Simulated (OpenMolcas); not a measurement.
## Ni III: terms and fine structure

| Item | Value |
| --- | --- |
| Program | OpenMolcas |
| Method | CASSCF |
| Basis | ANO-RCC-VTZP [6s5p3d2f1g] |
| Scalar Hamiltonian | DKH2, point nucleus |
| Active space | 8 electrons in 6 orbitals (3d 4s) |
| State averaging | 2S+1 = 3 even, 55 roots; 2S+1 = 5 even, 10 roots kept (CI in the orbitals of an earlier block); 2S+1 = 1 even, 50 roots kept (CI in the orbitals of an earlier block) |
| Spin-orbit coupling | state interaction with AMFI integrals over the reference wave functions, term energies averaged over their components |

With spin-orbit coupling, above the lowest level:

| Configuration | Term | J | E (cm-1) | Measured (cm-1) | g | Term weight % | Second |
| --- | --- | --- | --- | --- | --- | --- | --- |
| 3d8 | 3F | 4 | 0.0 | 0.0 | 1.250 | 100 |  |
| 3d8 | 3F | 3 | 1442 | 1361 | 1.084 | 100 |  |
| 3d8 | 3F | 2 | 2434 | 2270 | 0.667 | 100 |  |
| 3d8 | 1D | 2 | 18198 | 14032 | 1.040 | 91 | 8 3P |
| 3d8 | 3P | 2 | 21952 | 16662 | 1.460 | 92 | 8 1D |
| 3d8 | 3P | 1 | 22357 | 16978 | 1.501 | 100 |  |
| 3d8 | 3P | 0 | 22646 | 17231 |  | 100 |  |
| 3d8 | 1G | 4 | 28202 | 23109 | 1.000 | 100 |  |
| 3d7 4s | 5F | 5 | 31248 | 53704 | 1.400 | 100 |  |
| 3d7 4s | 5F | 4 | 32146 | 54658 | 1.350 | 100 |  |
| 3d7 4s | 5F | 3 | 32857 | 55406 | 1.250 | 100 |  |
| 3d7 4s | 5F | 2 | 33382 | 55952 | 1.000 | 100 |  |
| 3d7 4s | 5F | 1 | 33726 | 56308 | -0.001 | 100 |  |
| 3d7 4s | 3F(1) | 4 | 39561 | 61339 | 1.250 | 99 |  |
| 3d7 4s | 3F(1) | 3 | 40773 | 62606 | 1.084 | 100 |  |
| 3d7 4s | 3F(1) | 2 | 41620 | 63472 | 0.667 | 100 |  |
| 3d7 4s | 5P | 3 | 52915 | 71067 | 1.668 | 100 |  |
| 3d7 4s | 5P | 2 | 53271 | 71384 | 1.828 | 98 | 2 3P(2) |
| 3d7 4s | 5P | 1 | 53714 | 71842 | 2.491 | 99 |  |
| 3d7 4s | 3G | 5 | 55011 | 75124 | 1.198 | 98 |  |
| 3d7 4s | 3G | 4 | 55511 | 75647 | 1.046 | 97 |  |
| 3d7 4s | 3G | 3 | 56064 | 76237 | 0.750 | 100 |  |
| 3d7 4s | 1G | 4 | 59506 | 79250 | 0.993 | 93 | 4 3H |
| 3d7 4s | 3P(1) | 2 | 60876 |  | 1.494 | 84 | 14 3P(2) |
| 3d7 4s | 3P(1) | 1 | 61220 | 78482 | 1.464 | 81 | 11 3P(2) |
| 3d7 4s | 3P(1) | 0 | 61479 | 78658 |  | 74 | 26 3P(2) |
| 3d7 4s | 3H | 6 | 62146 | 81687 | 1.167 | 100 |  |
| 3d7 4s | 3P(2) | 2 | 62185 |  | 1.474 | 73 | 16 3P(1) |
| 3d7 4s | 3H | 5 | 62615 | 82194 | 1.035 | 98 |  |
| 3d7 4s | 3P(2) | 1 | 62726 | 79749 | 1.420 | 76 | 14 3P(1) |
| 3d7 4s | 3H | 4 | 63197 | 82826 | 0.811 | 94 | 5 1G |
| 3d7 4s | 3P(2) | 0 | 63505 | 80621 |  | 74 | 26 3P(1) |
| 3d7 4s | 3D | 3 | 64577 |  | 1.334 | 100 |  |
| 3d7 4s | 3D | 1 | 65220 |  | 0.757 | 61 | 27 1P |
| 3d7 4s | 3D | 2 | 65473 |  | 1.189 | 87 | 8 3P(2) |
| 3d7 4s | 1H | 5 | 66665 | 85834 | 1.002 | 98 |  |
| 3d7 4s | 1P | 1 | 67635 | 84604 | 0.873 | 67 | 29 3D |
| 3d8 | 1S | 0 | 68021 | 52532 |  | 100 |  |
| 3d7 4s | 1D | 2 | 69343 | 86646 | 1.019 | 94 | 3 3D |
| 3d7 4s | 3F(2) | 2 | 83197 | 97842 | 0.666 | 100 |  |

Against the 34 measured excited levels shown (Corliss and Sugar, J. Phys. Chem. Ref. Data 10, 197 (1981)) the mean absolute deviation is 16000 cm-1; the largest miss in energy is 3d7 4s 5F1: computed 33726, measured 56308 cm-1 (-40.1 %). Levels of one J stand in another order than measured, so their pairing by name is doubtful.

Spin-orbit coupling puts the lowest level 1086 cm-1 below the lowest spin-free term.

For 3F the intervals divided by the larger J are -330.7, -360.6 cm-1. Landé's interval rule makes them equal in pure LS coupling; they differ by 9 % of their mean. The multiplet is inverted.

Without dynamic correlation excited terms often stand tens of per cent too high (terms of higher spin than the ground term too low), and those without a measured partner can miss by more than the paired ones. Some levels mix across a computed gap that differs much from the measured one, so their mixing is not that of the real levels. Terms from blocks run as CI alone lack orbitals of their own. A single d shell beside an s shell can misplace configurations of different d count against each other. Computed and measured levels are paired by configuration, term and J; levels that our copy of the source lacks, or whose pairing is in doubt (as where it misses far off the trend of its configuration), stay unpaired and out of the deviations. Levels of configurations outside the active space are missing. The first state left out of the spin-orbit step lies near 110000 cm-1 above the lowest spin-free state of the reference (among the parities and spins computed), and the list stops at four fifths of that energy or lower. The table shows the lowest 40 of 43 levels.

The term weight is that of the spin-free term in the level, not the purity of its configuration. A number in round brackets counts repeated terms of one configuration in the order of the reference energies.
